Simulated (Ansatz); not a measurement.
```yaml
crystal:
  periodic: [false, false, false]
  atoms:
    - {symbol: O, position_ang: [-1.660263, 0.714391, 0.231652]}
    - {symbol: C, position_ang: [-0.507004, 0.378917, -0.439387]}
    - {symbol: F, position_ang: [-0.393488, 0.920638, -1.697051]}
    - {symbol: Si, position_ang: [0.025395, -1.398573, -0.238855]}
    - {symbol: Si, position_ang: [1.088523, 0.398290, 0.636317]}
    - {symbol: H, position_ang: [-1.726892, 1.617344, 0.470026]}
    - {symbol: H, position_ang: [0.653568, -2.004830, -1.492616]}
    - {symbol: H, position_ang: [-0.809124, -2.287071, 0.531138]}
    - {symbol: H, position_ang: [0.952069, 0.818542, 2.077878]}
    - {symbol: H, position_ang: [2.272880, 0.947606, 0.081053]}
basis:
  gaussian: {orbitals: def2-mTZVP, fitting: {mean_field: def2-universal-jkfit}}
hamiltonian: {xc: {name: HF}}
correlation: {active_space: {window: {electrons: 6, orbitals: 2}}}
accuracy: high
output: {forces: true}
```

```sh
$ ansatz run in.yaml --threads 4 --pin off --events-out ev --progress --plain --max-ram 10444MiB
```

Q: How does Ansatz answer? (Best estimate.)

A: Computed: The run stopped with an error.
```
Functional definition: HF
575 factors; integrals over basis functions are off by at most 1.6e0 eV
mean field evaluation 1: about -21573.5207 eV, gradient 3.5e1 eV
mean field evaluation 2: about -21576.0845 eV, gradient 2.0e1 eV
mean field evaluation 4: about -21576.7690 eV, gradient 7.0e-1 eV
mean field -21576.77218352 eV, -792.9317524830 hartree, gradient 8.8e-9 eV, S^2 0.000000; 0 other end points of the search recorded, 0 dependent functions left out
reference -21576.77218352 eV, -792.9317524830 hartree; 28, 28 occupied and 93, 93 virtual orbitals, 575 factors
Error: 6 electrons in 2 orbitals form no window around the highest filled level of the reference
```
